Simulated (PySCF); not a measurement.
# Bond lengths and vibrations by method: Cl2FSi cation

All numbers below are calculated, not measured. The program is PySCF 2.14.0, an open-source quantum chemistry code, run on an isolated molecule that a program drew, which may never have been made. The molecule is Cl2FSi cation (charge +1, singlet), drawn as the SMILES string `F[Si+](Cl)Cl`.

The geometry was optimised and harmonic frequencies were computed with HF and MP2, all in the cc-pV(D+d)Z basis, for the commonest isotopes, with a restricted reference for singlets and an unrestricted one otherwise, and a frozen core in MP2. Each result is a local minimum of its method.

Geometry at the HF minimum:
```xyz
4
Cl2FSi cation, angstrom
F    -3.4385   -2.7584    0.2696
Si   -2.3723   -1.6426    0.1788
Cl   -2.8322   -0.0429   -0.8010
Cl   -0.6780   -1.9507    1.0536
```

Lengths of the bonds as drawn, in Å (atoms numbered as above):
| bond | HF | MP2 |
|---|---|---|
| F1-Si2 | 1.546 | 1.572 |
| Si2-Cl3 | 1.931 | 1.943 |
| Si2-Cl4 | 1.931 | 1.943 |

Rotational constants, in GHz:
| constant | HF | MP2 |
|---|---|---|
| A | 5.495 | 5.318 |
| B | 2.466 | 2.451 |
| C | 1.702 | 1.678 |

Harmonic frequencies in cm^-1, each column in rising order, so a row needn't be the same motion in every method:
```
rank    HF   MP2
   1   202   195
   2   275   259
   3   299     ?
   4   553   539
   5   827   812
   6  1075  1025
```

**Estimate the missing MP2 frequency from the HF column.**

A single factor s that minimises the squared misfit of MP2 against s times HF over the other rows is sum(HF x MP2) / sum(HF^2) = 0.9648, with an rms misfit of 9 cm^-1. For rank 3 it gives 0.9648 x 299 = 288 cm^-1. The calculation gives 285 cm^-1, 3 cm^-1 below the estimate. The drawn bonds are on average 1.0 % longer in MP2 than in HF.
